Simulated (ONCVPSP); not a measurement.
## Reading a pseudo-wave (boron)

Columns: radius, all-electron u(r) and pseudo u(r) of the 2p shell (level -3.80 eV) of boron in the configuration [He] 2s1.5 2p1.5; PBEsol, scalar-relativistic, ONCV scheme, ONCVPSP 4.0.1.

```csv
r (bohr),all-electron,pseudo
0.125,0.0403,0.0161
0.250,0.1229,0.0625
0.375,0.2158,0.1335
0.500,0.3047,0.2208
0.625,0.3834,0.3150
0.750,0.4503,0.4069
0.875,0.5058,0.4886
1.000,0.5501,0.5551
1.125,0.5835,0.6038
1.250,0.6069,0.6349
1.375,0.6215,0.6505
1.500,0.6286,0.6537
1.625,0.6292,0.6482
1.750,0.6246,0.6371
1.875,0.6157,0.6227
2.000,0.6033,0.6065
2.125,0.5882,0.5893
2.250,0.5710,0.5713
2.375,0.5523,0.5523
2.500,0.5324,0.5324
2.625,0.5117,0.5117
2.750,0.4906,0.4906
2.875,0.4694,0.4694
3.000,0.4481,0.4481
3.125,0.4271,0.4271
3.250,0.4064,0.4064
```

Q: How many radial nodes do the two functions have?

A: The all-electron 2p function has n − l − 1 = 0; the pseudo-wave has 0.

Q: At about which radius was the pseudo-wave matched?

A: 2.50 bohr. The columns agree to 0.0005 from 2.25 bohr on; several derivatives are matched, so the curves merge somewhat inside the radius.

Q: Is the pseudo-wave norm-conserving?

A: Yes: the ONCV scheme keeps the norm inside the radius equal to the all-electron one, which fixes the energy derivative of the logarithmic derivative at the level.
